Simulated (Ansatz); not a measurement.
Input for Ansatz (a program for electronic structure): U-PBE/def2-TZVPP on NO (SMILES [N]=O), 2S+1 = 2, a spin state set in the input, which need not be the lowest.

Ansatz 0.2 input:
```yaml
crystal:
  periodic: [false, false, false]
  atoms:
    - {symbol: N, position_ang: [-0.00000000, -0.00000000, -0.61062678]}
    - {symbol: O, position_ang: [0.00000000, 0.00000000, 0.53429844]}
basis:
  gaussian:
    orbitals: def2-TZVPP
hamiltonian:
  xc: {name: PBE}
magnetization: {spin_polarized: true, initial_magnetization: 1}
```

The head of its log:

```
WARN ansatz: RAYON_NUM_THREADS=1 ignored (pool sized by the plan → 1); use --threads N
Functional definition: PBE
integrals: 0.01 GiB planned
306 factors; their error is unknown
mean field: 0.11 GiB planned
mean field evaluation 1: about -3531.4180 eV, gradient 1.7e1 eV
mean field evaluation 2: about -3531.3933 eV, gradient 1.8e1 eV
```

Problem. What total energy does the run end on?

Solution. -129.8158 hartree.
